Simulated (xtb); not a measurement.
C6H3F7O2, SMILES FC(F)(C(OC(=O)C(F)=C)C(F)(F)F)F. All values are semi-empirical tight-binding results from xtb (GFN2-xTB unless named), good for trends rather than for accurate numbers. Geometry optimised at GFN2-xTB. One conformer was computed; it need not be the lowest.

- orbital gap = 3.79 eV
- dipole moment = 3.84 D
- zero-point energy = 57.0 kcal/mol
- G − E(el) at 298.15 K (modified RRHO) = 30.3 kcal/mol
- static polarisability (D4 model) = 89.4 bohr³
- solvation energy, GFN2-xTB/ALPB(water) = -3.0 kcal/mol
- solvation energy, GFN2-xTB/ALPB(benzene) = -6.5 kcal/mol

Task: Give the IR lines (harmonic; lines under 4 % of the strongest left out, lines within 3 cm⁻¹ merged). (Estimate from the structure and the level; the computed values follow.)

Result: ν (cm⁻¹): 464 (w), 614 (w), 618 (w), 882 (w), 905 (m), 909 (w), 1044 (m), 1068 (m), 1082 (w), 1101 (m), 1116 (vs), 1125 (s), 1160 (m), 1187 (s), 1239 (m), 1255 (m), 1263 (s), 1669 (w), 1784 (s) (against the strongest line: vs over 80 %, s over 45 %, m over 15 %, w over 4 %, vw less)
